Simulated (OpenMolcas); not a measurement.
# O⁵⁺: from CASSCF to CASPT2

- Program: OpenMolcas 26.06
- Basis: ANO-RCC-VTZP [4s3p2d1f]
- Scalar Hamiltonian: DKH3, point nucleus
- Active space: 1 electron in 4 orbitals (2s 2p)
- State averaging: 2S+1 = 2 even, 1 root; 2S+1 = 2 odd, 3 roots
- Spin-orbit coupling: RASSI with atomic mean-field integrals over the reference wave functions, term energies averaged over their components

Methods on the same reference wave functions:
A. CASSCF
B. SS-CASPT2, IPEA 0.25 Eh, imaginary shift 0.1 Eh (closed shells correlated: 1s)

Energies in cm⁻¹ above 2s ²S_1/2, the measured ground level; measured values from Moore, Selected Tables of Atomic Spectra, NSRDS-NBS 3, section 8.

```
     Level      A      B  Measured
 2s ²S_1/2    0.0    0.0       0.0
2p ²P°_1/2  97835  97576     96375
2p ²P°_3/2  98319  98060     96908
```

Deviations, from unrounded energies. A percentage is the sum of absolute deviations over the sum of measured energies, with the sign that they share, or ± where signs differ.

| Against measurement | Levels | A | B |
| --- | --- | --- | --- |
| mean absolute deviation (cm-1) | 2 | 1400 | 1200 |
| other configurations (%) | 2 | +1.5 | +1.2 |

B lies closest to measurement on these levels. The largest miss of B in the table is 2p ²P°_1/2, by +1200 cm-1. The ranking rests on the paired levels alone, and a cruder setting can come out closer through cancelling errors.

The lowest spin-free term lies below A's lowest term by 0.003 hartree in B.

With one active electron the reference holds no correlation, so core polarisation is missing (holds for A). With one active electron, CASPT2 adds the correlation within the correlated inactive shells and between them and that electron, and leaves the splitting within a term as the reference gives it (holds for B). Measured partners are found by configuration, term and J. A level has none where our copy of the source lacks it or the pairing is in doubt (some pairs that miss far off the trend of their configuration count as doubtful), and it then counts in no deviation. Levels of configurations outside the active space are missing.

° marks odd parity.
